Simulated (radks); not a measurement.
Question: Valence configurations of Eu3+ (all share [Xe]). All-electron calculation, Dirac Kohn-Sham, PBE, spin-unpolarised, spherical densities, point nucleus; open shells fill j = l - 1/2 first. Program: a radial shooting solver on a logarithmic mesh with Libxc functionals. Order these by energy: 4f4 6p2; 4f5.5 6p0.5; 4f4 6s1 6p1; 4f5 6p1; 4f6; 4f5 5d1; 4f3 5d1 6s2; 4f4 5d1 6p1; 4f4 5d2; 4f4 6s2.

Answer: From the lowest, in eV above it: 4f6 0.000; 4f5.5 6p0.5 8.778; 4f5 5d1 10.966; 4f5 6p1 19.759; 4f4 5d2 27.466; 4f4 5d1 6p1 37.547; 4f4 6s2 38.198; 4f4 6s1 6p1 43.575; 4f4 6p2 48.964; 4f3 5d1 6s2 63.275. NIST lists [Xe] 4f6 as the ground configuration; this level of theory agrees among the configurations tried. The energies are those of spherical spin-averaged densities, not of single terms.
